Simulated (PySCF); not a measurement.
## Calculated data, BFH$_{4}$NSi

Calculation on a computer-drawn molecule: the log of a Hartree-Fock and frozen-core CCSD(T) single point meant for a local Hartree-Fock minimum, with one planted fault or none, to be diagnosed. Offsets are logged minus clean, where the clean run is the same molecule without the fault. The reference is restricted for singlets and unrestricted otherwise, and also for a bond in bohr or an excited solution. Adding or removing an electron swaps singlet and doublet. The excited solution moves the top pair (singlet) or top alpha electron (doublet) to the lowest empty orbital. Highest occupied and lowest empty are orbital energies over both spins, largest force is the largest gradient component, triples share is (T) over the correlation energy, the T1 limit is 0.02 restricted and 0.045 unrestricted, electrons count all cores, a negative frequency is imaginary (commonest isotopes), and the dipole is about the centre of nuclear charge. Program: PySCF 2.14.0.

```xyz
8
formula=BFH4NSi meant_charge=0 meant_multiplicity=2 meant_basis=cc-pV(D+d)Z logged_electrons=40 logged_basis_functions=85 logged_SCF_converged=yes logged_spin_squared=0 logged_highest_occupied=-0.30361 logged_lowest_empty=7.901 logged_largest_force=0.11017 logged_T1_diagnostic=0.018785 logged_D1_diagnostic=0.078597 logged_triples_share=0.024652 logged_CC_converged=yes logged_dipole_magnitude=3.6081 logged_SCF_stable_within_its_kind=yes logged_energy_HF=-469.89447 logged_energy_CCSD(T)=-470.49506 possible_faults=no_fault,one_electron_removed,one_electron_added,multiplicity_raised_by_two,geometry_at_a_saddle_point,SCF_held_on_an_excited_solution,minimal_basis_STO-3G,one_bond_length_entered_in_bohr,all_coordinates_scaled
B     -2.8394     0.3138    -0.6171
N     -2.2810    -0.9580    -0.3674
Si    -0.6073    -1.3473    -0.1589
F     -0.1664    -2.4141    -1.2958
H     -4.0305     0.4298    -0.7120
H     -2.1176     1.2660    -0.7275
H     -2.9336    -1.7165    -0.2795
H      0.1927    -0.1215    -0.3356
```

Units: logged_highest_occupied, logged_lowest_empty in eV; logged_largest_force in hartree/bohr; logged_dipole_magnitude in debye; logged_energy_HF, logged_energy_CCSD(T) in hartree.

Drawn bonds:
```csv
atom,other atom,order
1,2,1
2,3,1
3,4,1
1,5,1
1,6,1
2,7,1
3,8,1
```

Question: Which fault was planted in the run of BFH$_{4}$NSi?
Answer: one electron added

Further results for BFH$_{4}$NSi:

- HF energy offset from clean run: 16.75 kcal/mol
- CCSD(T) energy offset from clean run: -4.563 kcal/mol
